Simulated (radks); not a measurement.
Valence configurations of Cr+ (all share [Ar]). Calculated with a radial shooting solver on a logarithmic mesh with Libxc functionals: Dirac Kohn-Sham, PBE, spin-unpolarised, spherical densities, point nucleus; open shells fill j = l - 1/2 first. Energies are relative to 3d5; eigenvalues in eV.

3d5: E (eV) 0.000; e(3d3/2) -9.895; e(3d5/2) -9.815
3d3 4s2: E (eV) 5.085; e(3d3/2) -18.888; e(4s1/2) -13.043
3d4.5 4s0.5: E (eV) 0.205; e(3d3/2) -11.708; e(3d5/2) -11.622; e(4s1/2) -10.634
3d4 4s1: E (eV) 1.026; e(3d3/2) -13.824; e(4s1/2) -11.397
3d3 4p2: E (eV) 14.927; e(3d3/2) -21.248; e(4p1/2) -9.365
3d3.5 4s1.5: E (eV) 2.629; e(3d3/2) -16.229; e(4s1/2) -12.208
3d4.5 4p0.5: E (eV) 2.268; e(3d3/2) -12.322; e(3d5/2) -12.236; e(4p1/2) -6.879
3d4 4p1: E (eV) 5.404; e(3d3/2) -15.049; e(4p1/2) -7.724
3d4 4s0.5 4p0.5: E (eV) 3.204; e(3d3/2) -14.444; e(4p1/2) -7.400; e(4s1/2) -11.779

NIST lists [Ar] 3d5 as the ground configuration; this level of theory agrees among the configurations tried. The energies are those of spherical spin-averaged densities, not of single terms.
